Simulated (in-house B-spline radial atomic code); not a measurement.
A run on Eu (an excited or competing configuration) that did not converge. Method: scalar-relativistic (X2C) TPSSh, spin-polarised, spherical fractional occupations, exact exchange averaged over the configuration, Fermi nucleus of rms radius 5.1115 fm; computed with a B-spline radial code for spherical atoms.

Command:
```bash
python run_scf.py task.json out
```
Settings (nuclear radius in fm, mass in u):
```
Z                63
configuration    [Kr] 4d10 4f8 5s2 5p5 6s2
hamiltonian      x2c
method           tpssh
spin_polarised   True
nucleus          fermi
rms_radius       5.1115
atomic_mass      152.92124
speed_of_light   137.035999084
exact_exchange   averaged over the configuration
```

First and last ten iterations of the last attempt (damped for 15 steps, keeping 80 % of the old Fock matrix, then DIIS):
```
 iter        energy (Eh)    residual
    1      -10842.364104    1.04e-01
    2      -10812.940835    4.55e-01
    3      -10840.157797    2.33e-01
    4      -10841.699552    1.15e-01
    5      -10842.208119    5.40e-02
    6      -10842.346913    2.70e-02
    7      -10842.382325    1.63e-02
    8      -10842.393915    1.29e-02
    9      -10842.399438    1.02e-02
   10      -10842.402722    8.08e-03
  111      -10842.186956    4.44e-02
  112      -10842.180459    4.53e-02
  113      -10842.178545    4.58e-02
  114      -10842.178368    4.58e-02
  115      -10842.178451    4.58e-02
  116      -10842.179890    4.56e-02
  117      -10842.179829    4.54e-02
  118      -10842.182056    4.52e-02
  119      -10842.393065    1.29e-02
  120      -10842.393368    1.27e-02
 not converged after 120 iterations
```

The smallest residual met was 8.1e-03; the threshold is about 6e-07. No energy from this run should be used. Cost of the run: 13 s on 1 thread of Arm Neoverse N1, on a shared host.
